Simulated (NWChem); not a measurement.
System: ammonium (NH4 cation); SMILES [NH4+]

All runs: NWChem. The level has its own optimisation; frequencies are unscaled.

### Question
Estimate the computed values for Hartree-Fock/pcseg-2. Quantities: r H–N (Å); highest harmonic frequency (cm⁻¹); lowest (cm⁻¹); zero-point energy (kcal/mol).

### Answer
| Property | Value |
|---|---|
| r H–N (Å) | 1.009 |
| highest harmonic frequency (cm⁻¹) | 3688 |
| lowest (cm⁻¹) | 1603 |
| zero-point energy (kcal/mol) | 33.1 |
